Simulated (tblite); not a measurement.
Species: C₅H₈F₃NSi.
Numbering: `[CH3:1][SiH2:2][C@H:3]([C:4]#[N:5])[CH2:6][C:7]([F:8])([F:9])[F:10]` (hydrogens: H11, H12, H13 on C1; H14, H15 on Si2; H16 on C3; H17, H18 on C6)

Computed with GFN2-xTB (tblite), gas phase: L-BFGS steps from a force-field or distance-geometry start until the largest atomic force falls under 0.01 eV/Å.

Step 123: E = -914.5023 eV
```
atom  x, y, z in Å  |  force x, y, z in eV/Å
C1      2.7518   -0.2693    0.3267    0.027   0.018   0.013
Si2     0.9506   -0.3808    0.8932    0.010   0.049  -0.006
C3     -0.1140    0.2741   -0.5975   -0.011  -0.015  -0.019
C4      0.5050    1.4586   -1.1189   -0.011  -0.022   0.028
N5      1.0079    2.4064   -1.5156    0.002   0.005   0.008
C6     -1.5806    0.5872   -0.2788    0.048   0.008   0.007
C7     -2.3825   -0.6585    0.0188    0.021   0.023   0.036
F8     -3.6805   -0.3733    0.1935   -0.075  -0.004  -0.022
F9     -2.3182   -1.5717   -0.9591    0.026  -0.018  -0.031
F10    -1.9843   -1.2781    1.1418   -0.002  -0.018   0.038
H11     3.4150   -0.6846    1.0790    0.013   0.014  -0.001
H12     2.9184   -0.8190   -0.5958   -0.003  -0.020  -0.008
H13     3.0528    0.7593    0.1478   -0.003   0.006   0.009
H14     0.6810    0.4864    2.0464   -0.034  -0.027  -0.064
H15     0.5767   -1.7704    1.1337   -0.026  -0.030   0.007
H16    -0.0756   -0.4800   -1.3919   -0.027   0.017   0.000
H17    -2.0618    1.0824   -1.1286   -0.013  -0.016   0.008
H18    -1.6705    1.2379    0.5934    0.057   0.030  -0.002
```

Step 124: E = -914.5043 eV
```
atom  x, y, z in Å  |  force x, y, z in eV/Å
C1      2.7538   -0.2595    0.3355    0.000  -0.015   0.023
Si2     0.9461   -0.3980    0.8772    0.023   0.008  -0.023
C3     -0.1144    0.2691   -0.6120   -0.006  -0.028   0.005
C4      0.5061    1.4551   -1.1277   -0.044  -0.141   0.050
N5      1.0142    2.3987   -1.5254    0.051   0.118  -0.026
C6     -1.5775    0.5876   -0.2835    0.055   0.012   0.004
C7     -2.3834   -0.6509    0.0324    0.023   0.022   0.035
F8     -3.6776   -0.3547    0.2174   -0.078  -0.012  -0.038
F9     -2.3325   -1.5744   -0.9368    0.016  -0.007  -0.031
F10    -1.9806   -1.2635    1.1579    0.016  -0.007   0.037
H11     3.4109   -0.6596    1.1015    0.009   0.017  -0.016
H12     2.9465   -0.8102   -0.5825   -0.012   0.011   0.022
H13     3.0349    0.7747    0.1613    0.025   0.020  -0.012
H14     0.6579    0.4432    2.0444   -0.036  -0.017  -0.064
H15     0.5851   -1.7966    1.0898   -0.028  -0.017   0.002
H16    -0.0807   -0.4802   -1.4121   -0.033   0.030   0.023
H17    -2.0607    1.0802   -1.1335   -0.034  -0.024   0.012
H18    -1.6567    1.2455    0.5845    0.054   0.030  -0.004
```

Step 125: E = -914.5065 eV
```
atom  x, y, z in Å  |  force x, y, z in eV/Å
C1      2.7557   -0.2421    0.3470   -0.037  -0.028   0.037
Si2     0.9405   -0.4233    0.8562    0.043  -0.059  -0.015
C3     -0.1155    0.2582   -0.6292    0.007  -0.020   0.016
C4      0.5112    1.4425   -1.1418   -0.074  -0.228   0.063
N5      1.0263    2.3812   -1.5402    0.085   0.191  -0.048
C6     -1.5719    0.5904   -0.2871    0.060   0.017   0.009
C7     -2.3847   -0.6379    0.0514    0.041   0.018   0.025
F8     -3.6746   -0.3308    0.2445   -0.095  -0.003  -0.043
F9     -2.3469   -1.5722   -0.9073    0.005  -0.021  -0.051
F10    -1.9780   -1.2426    1.1799    0.039   0.010   0.042
H11     3.4079   -0.6229    1.1278   -0.003   0.025  -0.030
H12     2.9824   -0.7909   -0.5659   -0.029   0.052   0.055
H13     3.0069    0.8013    0.1794    0.051  -0.001  -0.029
H14     0.6182    0.3797    2.0423   -0.023  -0.019  -0.082
H15     0.5981   -1.8351    1.0264   -0.021   0.024  -0.001
H16    -0.0929   -0.4876   -1.4336   -0.036   0.044   0.041
H17    -2.0573    1.0808   -1.1366   -0.062  -0.034   0.010
H18    -1.6340    1.2579    0.5747    0.048   0.032   0.003
```

Step 126: E = -914.5090 eV
```
atom  x, y, z in Å  |  force x, y, z in eV/Å
C1      2.7571   -0.2321    0.3535   -0.063  -0.025   0.038
Si2     0.9393   -0.4371    0.8432    0.037  -0.112  -0.037
C3     -0.1162    0.2485   -0.6391    0.016   0.003   0.020
C4      0.5145    1.4313   -1.1495   -0.071  -0.223   0.051
N5      1.0320    2.3706   -1.5432    0.087   0.190  -0.051
C6     -1.5667    0.5925   -0.2857    0.038   0.027   0.012
C7     -2.3849   -0.6294    0.0633    0.039   0.005   0.013
F8     -3.6750   -0.3200    0.2523   -0.069   0.005  -0.042
F9     -2.3468   -1.5684   -0.8910   -0.007  -0.037  -0.054
F10    -1.9812   -1.2305    1.1951    0.045   0.030   0.034
H11     3.4074   -0.6003    1.1413    0.000   0.031  -0.021
H12     3.0014   -0.7799   -0.5551   -0.031   0.057   0.046
H13     2.9878    0.8157    0.1858    0.081   0.002  -0.033
H14     0.5900    0.3445    2.0326   -0.015   0.011  -0.040
H15     0.6055   -1.8533    0.9911   -0.020   0.012   0.004
H16    -0.1045   -0.4952   -1.4447   -0.030   0.038   0.035
H17    -2.0545    1.0836   -1.1336   -0.071  -0.039   0.011
H18    -1.6140    1.2661    0.5719    0.035   0.025   0.014
```

Task: Estimate the geometry and energy of step 127. (The exact step hangs on the optimiser's Hessian estimate; all steps are aligned on step 126, rigid shifts and turns removed.)

Result: E = -914.5114 eV, largest force 0.119 eV/Å
```
atom  x, y, z in Å  |  force x, y, z in eV/Å
C1      2.7592   -0.2177    0.3656   -0.060  -0.016   0.010
Si2     0.9373   -0.4607    0.8246    0.029  -0.115   0.001
C3     -0.1180    0.2370   -0.6515    0.008   0.020   0.017
C4      0.5208    1.4135   -1.1647   -0.023  -0.080   0.016
N5      1.0394    2.3560   -1.5528    0.035   0.065  -0.016
C6     -1.5614    0.5985   -0.2861   -0.003   0.015   0.019
C7     -2.3850   -0.6163    0.0791    0.018  -0.015  -0.003
F8     -3.6765   -0.3061    0.2679    0.007   0.013  -0.046
F9     -2.3504   -1.5634   -0.8693   -0.011  -0.022  -0.010
F10    -1.9787   -1.2082    1.2157    0.035   0.042  -0.008
H11     3.4073   -0.5682    1.1640   -0.022   0.035  -0.032
H12     3.0311   -0.7606   -0.5391   -0.047   0.061   0.072
H13     2.9671    0.8354    0.1966    0.083  -0.012  -0.017
H14     0.5516    0.2900    2.0249    0.015  -0.004  -0.061
H15     0.6181   -1.8844    0.9354   -0.015   0.018   0.009
H16    -0.1236   -0.5059   -1.4564   -0.018   0.021   0.013
H17    -2.0547    1.0880   -1.1319   -0.061  -0.046   0.014
H18    -1.5924    1.2796    0.5660    0.029   0.021   0.024
```

The energy changes by -0.0024 eV. The first-order estimate −F·Δx gives -0.0038 eV and the mean of the old and new forces, exact on a quadratic surface, -0.0024 eV. The step makes an angle of 86° with the force vector and moves no atom by more than 0.067 Å.

The cost below is that of the whole relaxation. Hardware: one thread, Arm Neoverse V1 (aarch64), no GPU, shared host with 32 logical CPUs at a one-minute load of 29. Cost: 1.6 s wall.
